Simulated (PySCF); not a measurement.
# Radial density of Sb⁺ (antimony, charge +1)

r2SCAN0, [Kr] 4d10 5s2 5p2, high-spin 3P determinant. All numbers are calculated (PySCF 2.14, scalar relativity through the core potential, in aug-cc-pVDZ-PP with ECP28MDF). This is the valence pseudo-density: the core potential removes the inner electrons and smooths the orbitals near the nucleus.

```tsv
r (bohr)	4πr²ρ (e/bohr)	4πr²(ρα − ρβ)
0.00494	1.399e-05	0.0000
0.00830	3.870e-05	0.0000
0.0140	0.0001029	0.0000
0.0235	0.0002462	0.0000
0.0395	0.0004663	0.0000
0.0665	0.0008507	0.0000
0.112	0.005572	0.0000
0.188	0.07063	0.0003
0.316	1.192	0.0085
0.532	13.76	0.1197
0.895	22.28	0.0170
1.51	5.859	0.4201
2.53	1.917	0.9426
4.26	0.2238	0.1749
7.16	0.001893	0.0018
```

Energies and moments cover only the electrons outside the core potential.
